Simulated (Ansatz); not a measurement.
All numbers were calculated with Ansatz.

Basis-set series for CH₃ClF₂STi (`C[S][Ti]([F])([F])[Cl]`). Charge 0, multiplicity 1. All single points use the PBE0-D4/def2-TZVP geometry. It is one conformer, not always the lowest.

```tsv
functional	basis	functions	energy (Eh)	HOMO (eV)	LUMO (eV)
PBE0-D4	def2-SVP	124	-1946.42061	-7.84	-3.15
PBE0-D4	def2-QZVPP	494	-1947.18211	-7.87	-3.08
ωB97M-V	def2-SVP	124	-1946.95960	-9.90	-0.91
ωB97M-V	def2-QZVPP	494	-1947.72271	-9.99	-0.91
```

Task: Give the rows for def2-TZVPP. (An estimate is asked.)

Result: The calculation gave: 
```json
{"functional": "PBE0-D4", "basis": "def2-TZVPP", "functions": "283", "energy (Eh)": "-1947.12767", "HOMO (eV)": "-7.87", "LUMO (eV)": "-3.07"}
{"functional": "ωB97M-V", "basis": "def2-TZVPP", "functions": "283", "energy (Eh)": "-1947.67140", "HOMO (eV)": "-9.97", "LUMO (eV)": "-0.89"}
```

Scalar relativity is left out up to krypton.
